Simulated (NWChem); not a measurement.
System: C₃H₇NO; SMILES C(/C=N\C)O

Input file for NWChem:

```
start job
memory heap 200 mb stack 900 mb global 1100 mb
geometry units angstroms noautosym nocenter noautoz
  C     -0.530244     2.019738     0.120752
  N      0.700116     1.293718    -0.030560
  C      0.713375     0.033284    -0.139742
  C     -0.430687    -0.956487    -0.130485
  O      0.011281    -2.260629     0.120029
  H     -0.705773     2.611618    -0.793433
  H     -1.438200     1.417131     0.310215
  H     -0.419880     2.751556     0.937041
  H      1.695740    -0.453917    -0.282527
  H     -1.224146    -0.639313     0.574838
  H     -0.898693    -0.968927    -1.130634
  H      0.397868    -2.281474     1.001636
end
basis spherical
  C library 6-31g*
  N library 6-31g*
  O library 6-31g*
  H library 6-31g*
end
dft
  xc xpbe96 cpbe96
  iterations 150
end
cosmo
  do_cosmo_smd true
  solvent etoac
end
task dft energy
```

NWChem printed, in part:

```
             Northwest Computational Chemistry Package (NWChem) 7.3.0
             --------------------------------------------------------

                             Geometry "geometry" -> ""
                             -------------------------

 Output coordinates in angstroms (scale by  1.889725989 to convert to a.u.)

  No.       Tag          Charge          X              Y              Z
 ---- ---------------- ---------- -------------- -------------- --------------
    1 C                    6.0000    -0.53024400     2.01973800     0.12075200
    2 N                    7.0000     0.70011600     1.29371800    -0.03056000
    3 C                    6.0000     0.71337500     0.03328400    -0.13974200
    4 C                    6.0000    -0.43068700    -0.95648700    -0.13048500
    5 O                    8.0000     0.01128100    -2.26062900     0.12002900
    6 H                    1.0000    -0.70577300     2.61161800    -0.79343300
    7 H                    1.0000    -1.43820000     1.41713100     0.31021500
    8 H                    1.0000    -0.41988000     2.75155600     0.93704100
    9 H                    1.0000     1.69574000    -0.45391700    -0.28252700
   10 H                    1.0000    -1.22414600    -0.63931300     0.57483800
   11 H                    1.0000    -0.89869300    -0.96892700    -1.13063400
   12 H                    1.0000     0.39786800    -2.28147400     1.00163600

 Effective nuclear repulsion energy (a.u.)     173.6618458320

  pbe96 is a nonlocal functional; adding pw91lda local functional.

                                 NWChem DFT Module
                                 -----------------

 Summary of "ao basis" -> "ao basis" (spherical)
 ------------------------------------------------------------------------------
       Tag                 Description            Shells   Functions and Types
 ---------------- ------------------------------  ------  ---------------------
 C                           6-31g*                  6       14   3s2p1d
 N                           6-31g*                  6       14   3s2p1d
 O                           6-31g*                  6       14   3s2p1d
 H                           6-31g*                  2        2   2s

 in cosmo_initialize ...
 calling solv_data for solv:etoac

[...]

                                COSMO-SMD solvation results
                                ---------------------------

             internal energy in gas <Psi(g)|H|Psi(g)> =      -248.145409578237
         internal energy in solvent <Psi(s)|H|Psi(s)> =      -248.144522318626
                               delta internal energy  =         0.000887259611 (    0.56 kcal/mol)
   total free energy in solvent <Psi(s)|H+V/2|Psi(s)> =      -248.153402312834
 polarization energy contribution <Psi(s)|V/2|Psi(s)> =        -0.008879994207 (   -5.57 kcal/mol)
    total free energy in solvent including G(SMD-CDS) =      -248.154785739838
                       G(SMD-CDS) energy contribution =        -0.001383427004 (   -0.87 kcal/mol)
     1 M fixed-concentration free energy of solvation =        -0.009376161601 (   -5.88 kcal/mol)

                       DFT Final Molecular Orbital Analysis
                       ------------------------------------

 Vector   18  Occ=2.000000D+00  E=-2.552410D-01
              MO Center=  2.9D-01,  4.7D-01, -6.6D-02, r^2= 3.5D+00
   Bfn.  Coefficient  Atom+Function         Bfn.  Coefficient  Atom+Function
  ----- ------------  ---------------      ----- ------------  ---------------
    19      0.338663   2 N  pz               33      0.317008   3 C  pz
    59      0.236878   5 O  px               23      0.222313   2 N  pz
    37      0.219521   3 C  pz                5     -0.172612   1 C  pz
    63      0.171860   5 O  px               72      0.142154   6 H  s
    76     -0.131624   8 H  s                71      0.126358   6 H  s

 Vector   19  Occ=2.000000D+00  E=-2.322058D-01
              MO Center=  7.0D-02, -9.8D-01,  5.6D-02, r^2= 3.6D+00
   Bfn.  Coefficient  Atom+Function         Bfn.  Coefficient  Atom+Function
  ----- ------------  ---------------      ----- ------------  ---------------
    59      0.422616   5 O  px               63      0.321559   5 O  px
    61     -0.250667   5 O  pz               20      0.200588   2 N  s
    34     -0.200869   3 C  s                65     -0.187473   5 O  pz
    19     -0.183991   2 N  pz               17      0.181575   2 N  px
    80      0.162566  10 H  s                79      0.143732  10 H  s

 Vector   20  Occ=2.000000D+00  E=-1.887837D-01
              MO Center=  4.5D-01,  4.6D-01,  1.4D-02, r^2= 3.5D+00
   Bfn.  Coefficient  Atom+Function         Bfn.  Coefficient  Atom+Function
  ----- ------------  ---------------      ----- ------------  ---------------
    17      0.377860   2 N  px               21      0.266425   2 N  px
    22      0.246999   2 N  py               59     -0.239615   5 O  px
    18      0.227960   2 N  py               63     -0.189603   5 O  px
    45      0.187510   4 C  px               48      0.182163   4 C  s
    20      0.173731   2 N  s                 3     -0.167711   1 C  px

 Vector   21  Occ=0.000000D+00  E=-3.240178D-02
              MO Center=  5.1D-01,  4.5D-01, -8.3D-02, r^2= 2.5D+00
   Bfn.  Coefficient  Atom+Function         Bfn.  Coefficient  Atom+Function
  ----- ------------  ---------------      ----- ------------  ---------------
    37      0.518343   3 C  pz               23     -0.478173   2 N  pz
    33      0.450636   3 C  pz               19     -0.434779   2 N  pz
    82      0.275546  11 H  s                72     -0.229633   6 H  s
    80     -0.211568  10 H  s                84      0.180123  12 H  s
    62     -0.157478   5 O  s                76      0.139946   8 H  s

[...]
```

Level: PBE/6-31G* (spherical d), SMD on the gas-phase geometry. The geometry was optimised at PBE0/def2-SVP. Solvent: ethyl acetate.
